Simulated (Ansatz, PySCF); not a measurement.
AlClBr2, SMILES [Al]([Br])([Cl])[Br]. Atoms are numbered in the order given.

```xyz
4

Al     0.0000     0.0000     0.4292
Cl     0.0000     0.0000     2.5154
Br     0.0000     1.9384    -0.6778
Br     0.0000    -1.9384    -0.6778
```
Charge 0, spin multiplicity 1.

Geometry: r2SCAN-D4/def2-SVP. The structure was generated by enumeration; whether it is a known compound was not checked.

Two levels are set side by side: PBE-D3(BJ)/def2-SVP (Ansatz, a quantum-chemistry and plane-wave program) and r2SCAN-D4/def2-SVP (Ansatz). Each level has its own optimised geometry; the coordinates shown are those of the second. Frequencies come from the Hessian of PySCF at each geometry. Differences are taken from unrounded values.

```
quantity                            r2SCAN-D4  PBE-D3(BJ)  PBE-D3(BJ) minus r2SCAN-D4
----------------------------------  ---------  ----------  --------------------------
mean bond length (Å)                    2.184       2.196                       0.013
bond Al1–Cl2 (Å)                        2.086       2.097                       0.011
bond Al1–Br3 (Å)                        2.232       2.246                       0.013
bond Al1–Br4 (Å)                        2.232       2.246                       0.013
highest harmonic wavenumber (cm⁻¹)        600         585                         -15
mean harmonic wavenumber (cm⁻¹)           301         291                          -9
zero-point energy (kcal/mol)             2.58        2.50                       -0.08
```
